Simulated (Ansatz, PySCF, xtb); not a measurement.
Pulling on the In1–H2 bond in ClFHIn (SMILES [F][InH][Cl]) (multiplicity 1 held, fragments rigid). Energies count from the point at 1.694 Å.
Geometry at that point (charge 0, multiplicity 1):
```xyz
4

In    -0.095    -0.418     0.202
H     -1.021    -1.813     0.454
F      1.578    -0.113     1.164
Cl    -0.502     1.372    -1.226
```

Restricted levels (R-, RO-) in cc, def2 and unpolarised 6-31G sets keep to the state of the molecule at rest. U- levels take the lowest unrestricted solution at each point, which mixes spins at long bonds. Curves can end on different states.

Rows in 3-21G carry no dispersion term and start afresh at each structure; the Pople sets are all-electron and without relativity.

Codes used: Ansatz (Gaussian orbitals); PySCF for 3-21G rows; xtb for the GFN methods. Each number belongs to the level named beside it. In def2 rows elements past Kr take small-core potentials, without spin–orbit coupling. The GFN methods have no spin term and hold the electronic entropy of 300 K.

Task: One of these levels gives 63.12 kcal/mol for the energy at R = 5.419 Å. Name it.
A) R-HF/3-21G
B) U-B3LYP/def2-TZVPP
C) R-wB97X-V/def2-TZVPP
D) GFN2-xTB

Result: D, GFN2-xTB. The others give 160.84 (R-HF/3-21G), 68.61 (U-B3LYP/def2-TZVPP), 142.97 (R-wB97X-V/def2-TZVPP)

Doubts at one or more of the structures used: a restricted determinant that unrestricted orbitals would lower (R-HF/3-21G, R-wB97X-V/def2-TZVPP); a spin-contaminated determinant (U-B3LYP/def2-TZVPP).

Ansatz is an electronic-structure program.
